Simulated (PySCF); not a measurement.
Work out the structure from these simulated measurements.

Formula: C3H3N3S.

| Item | Value |
| --- | --- |
| 13C NMR | chemical shifts (computed TMS as zero) by class: 180.1 (1 C), 172.4 (1 C), 163.7 (1 C) ppm [GIAO PBE0/pcSseg-1] |
| Rotational structure | rotational constants A, B, C: 7.316, 1.613, 1.321 GHz [GFN2-xTB] |
| NMR, other nuclei | isotropic shieldings of nuclei other than C and H, by class: -110 (1 N), -67 (1 N), -58 (1 N), 61 (1 S) ppm [GIAO PBE0/pcSseg-1] |
| Dipole | 3.65 D [PBE0/def2-SVPD] |
| Polarisability | 73.0 au [PBE0/def2-SVPD] |
| UV, strongest line | among the 6 lowest singlet transitions: S4 at 5.53 eV (224 nm, f = 0.221) [TDDFT PBE0/def2-SVPD] |

The electronic properties come from PySCF, for the isolated species, density fitting. Levels stand in brackets. Isolated species at its GFN2-xTB geometry (one conformer only). Each NMR value is the plain mean over a class of atoms that symmetry, rotation or inversion makes alike.

Task: Propose a structure and show how it fits.

Result: Numbering: `[H]/[N:1]=[CH:2]\[c:3]1[n:4][cH:5][s:6][n:7]1`. Its formula, C3H3N3S, gives 4 degrees of unsaturation: 1 ring and 3 π bonds in the structure found (Kekulé form). 3 carbons fall into 3 classes; from least to most shielded: aromatic CH next to a ring nitrogen [C5] (180.1 ppm), substituted aromatic carbon [C3] (172.4 ppm), imine carbon [C2] (163.7 ppm). The other shieldings belong to: -110 ppm, imine nitrogen [N1]; -67 ppm, pyridine-type nitrogen [N4]; -58 ppm, pyridine-type nitrogen [N7]; 61 ppm, ring sulfur [S6]. The optimised geometry has point group Cs and is an asymmetric top. Structure: `[H]/N=C\C1=NSC=N1`. The assignments are read from this structure; whether some other isomer fits the data as well wasn't checked.

The values belong to the conformer `[H]/[N:1]=[CH:2]\[c:3]1[n:4][cH:5][s:6][n:7]1`: N1–C2–C3–N4 0°.
